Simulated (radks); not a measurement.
Task: The xenon ion Xe3+, [Kr] 4d10 5s2 5p3. Calculated with a radial shooting solver on a logarithmic mesh with Libxc functionals: non-relativistic Kohn-Sham, exchange-only PBE, spin-polarised, spherical densities, point nucleus. Every spin shell is full or empty, so the densities are truly spherical. Functionals are evaluated on that one density, not self-consistently. Rank these orbital-free kinetic functionals by their error against the exact value of the orbitals, and give that value: Thomas-Fermi, TF + vW, TF + vW/9, TF + vW/5, LC94, revAPBEK, Thakkar, LKT, DePristo-Kress.

Result: Exact: 7229.10 hartree. From best to worst, with 100 (|E| - |E exact|)/|E exact| (equal figures are ties): LC94 +0.05, DePristo-Kress -0.12, revAPBEK +0.27, Thakkar -0.61, TF + vW/9 -0.69, TF + vW/5 +2.92, Thomas-Fermi -5.19, LKT +18.63, TF + vW +35.36.
